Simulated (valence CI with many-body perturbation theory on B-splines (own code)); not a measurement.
**Mg VIII: configurations and terms from energies and g**

Computed by configuration interaction combined with many-body perturbation theory (CI+MBPT): three valence electrons over a frozen Dirac-Fock core [He], a basis of 11 s, 11 p, 9 d, 7 f, 5 g, 2 h, 1 i functions for each j, with the one-electron correlation potential Σ1 (screened to all orders), the two-electron term Σ2, the three-electron term Σ3, Breit, model QED; selected single and double excitations, second order for the rest, scaled by the run's own slope (own B-spline code, finite nucleus).

No measured levels were compared; by estimate levels hold to about 100 cm⁻¹ or 0.05 % of their energy and the worst to 300 or 400 cm⁻¹, as in measured light ions of charge 2 to 7.

```tsv
No.	J	Parity	E (eV)	g
1	1/2	odd	0.000	0.665
2	3/2	odd	0.409	1.333
3	1/2	even	16.097	2.669
4	3/2	even	16.239	1.734
5	5/2	even	16.445	1.601
6	5/2	even	28.803	1.200
7	3/2	even	28.808	0.799
8	1/2	even	37.003	1.991
9	1/2	even	39.538	0.676
10	3/2	even	39.786	1.333
11	3/2	odd	51.282	2.001
12	5/2	odd	57.747	1.200
13	3/2	odd	57.758	0.800
14	1/2	odd	65.065	0.665
```

Energies count from the lowest level. Strongly mixed levels and levels close to another of their J and parity are left out, so the numbers can have gaps.

(1) Give configuration and LS term of each level.

## Answers

(1) 1: 2s2 2p 2P°; 2: 2s2 2p 2P°; 3: 2s 2p2 4P; 4: 2s 2p2 4P; 5: 2s 2p2 4P; 6: 2s 2p2 2D; 7: 2s 2p2 2D; 8: 2s 2p2 2S; 9: 2s 2p2 2P; 10: 2s 2p2 2P; 11: 2p3 4S°; 12: 2p3 2D°; 13: 2p3 2D°; 14: 2p3 2P°.
